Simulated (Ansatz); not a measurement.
`[F][Hf]([F])([Cl])[c]1ccccc1` and `c1ccccc1` differ in one atom or group.

Ansatz, PBE0-D4/def2-TZVP geometries, multiplicity 1. Each molecule was computed in one conformer, which needn't be the lowest.

Elements past krypton have def2 core potentials.

| property | `[F][Hf]([F])([Cl])[c]1ccccc1` |
| --- | --- |
| HOMO energy (ωB97M-V/def2-TZVPP) / eV | -9.74 |
| size of the dipole moment (ωB97M-V/def2-TZVPP) / D | 1.86 |
| HOMO–LUMO gap (PBE/def2-TZVPP) / eV | 4.23 |
| HOMO–LUMO gap (ωB97M-V/def2-TZVPP) / eV | 10.11 |
| HOMO–LUMO gap (PBE0/def2-TZVPP) / eV | 6.03 |
| LUMO energy (PBE/def2-TZVPP) / eV | -2.46 |

**Question.** Give the same properties after the change, and the shifts. (An estimate is asked.)

**Answer.** The calculation gave: 
```csv
property,`c1ccccc1`,shift
HOMO energy (ωB97M-V/def2-TZVPP) / eV,-9.40,0.34
size of the dipole moment (ωB97M-V/def2-TZVPP) / D,0.00,-1.86
HOMO–LUMO gap (PBE/def2-TZVPP) / eV,5.21,0.98
HOMO–LUMO gap (ωB97M-V/def2-TZVPP) / eV,11.24,1.13
HOMO–LUMO gap (PBE0/def2-TZVPP) / eV,7.12,1.09
LUMO energy (PBE/def2-TZVPP) / eV,-1.11,1.35
```

With PBE0 the HOMO rises by 0.38 eV and the LUMO rises by 1.46 eV, so the gap widens by about 1.08 eV. PBE moves the HOMO by 0.37 eV and ωB97M-V by 0.34 eV.
